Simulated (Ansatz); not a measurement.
The cluster AsS2⁺, relaxed as a quintet with UKS PBE0-D4/def2-TZVP in Ansatz, starting from the PBE0-D4/def2-TZVP geometry of the charge +1 singlet. Force threshold 0.02 eV/Å.

At PBE0-D4/def2-TZVP a singlet of charge 1 lies 3.00 eV below the quintet, each at its own geometry. The structure comes from a short search, and lower isomers may exist.

Start:

```tsv
atom	x (Å)	y (Å)	z (Å)
As1	1.116	0.362	-0.290
S2	-0.364	-1.154	-0.321
S3	-0.752	0.792	0.610
```

```
step  energy (eV)  largest force component (eV/Å)  SCF passes
   1  -82485.1456                           4.744          23
   2  -82486.3552                           1.800          34
   3  -82486.8424                           0.313          33
   4  -82486.8726                           0.178          28
   5  -82486.8781                           0.021          30
   6  -82486.8783                           0.002          19
```

Force components are those of the run's own axes.

End:

Cartesian coordinates in Å:
```
As 0.977 0.317 -0.254
S -0.217 -1.516 -0.523
S -0.760 1.200 0.777
```

Bonds lost: S2–S3 (atoms count from 1).

No frequencies were taken in this run, so the end may be a saddle point.

Hardware: 4 threads of Arm Neoverse V1 on a shared host. Wall time 11 s.
